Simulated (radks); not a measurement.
The numbers below are computed, except where a source is named.
Spherical quantum dot in the effective-mass picture: electrons in a hard-walled sphere of radius 3.28, all in effective atomic units (hartree* = m*/eps^2 hartree, bohr* = eps/m* bohr), one dielectric constant everywhere. Level of theory: non-relativistic Kohn-Sham, LDA (Slater exchange, Perdew-Wang correlation), spin-polarised, spherical densities (a radial shooting solver with Libxc functionals). Levels are named by radial order and angular momentum (1s, 1p, 1d, 2s, ...), and open shells are averaged over m. Results are scaled to m* = 0.055 and eps = 17.6, for which hartree* = 4.832 meV and bohr* = 16.93 nm.

N = 35, configuration 1s2 1p6 1d10 2s(up 1, down 0) 1f14 1g(up 2, down 0). This is the lowest configuration that the search found. Occupied and some empty levels:

level    occupation  eigenvalue (meV)  <r> (nm)
1s up             1            67.211     38.80
1s down           1            67.357     38.94
1p up             3            68.280     39.93
1p down           3            68.413     39.97
1d up             5            70.185     40.95
1d down           5            70.312     40.96
1f up             7            72.834     41.84
1f down           7            72.959     41.84
2s up             1            75.620     24.42
2s down           0            76.152     24.94
1g up             2            76.168     42.61
1g down           0            76.293     42.60
2p up             0            79.454     28.88
2p down           0            79.793     29.18
1h up             0            80.149     43.28
1h down           0            80.275     43.27
2d up             0            83.999     31.68
2d down           0            84.234     31.84
3s up             0            86.142     25.86
3s down           0            86.701     25.64

Energy (meV): total 1388.27, kinetic 347.02, external 0, Hartree 1137.2, exchange-correlation -95.954.

Electron density:

r (nm)  n(r) (e/nm^3)
3.03       0.00002279
5.79       0.00002193
8.55       0.00002068
11.3       0.00001925
14.1       0.00001796
16.8       0.00001727
19.6       0.00001778
22.4       0.00002021
25.1       0.00002533
27.9       0.00003381
30.6       0.00004587
33.4       0.00006087
36.2       0.00007672
38.9       0.00008961
41.7       0.00009417
44.5       0.00008587
47.2       0.00006395
50.0       0.00003453
52.7        9.586e-06
55.5        1.993e-08
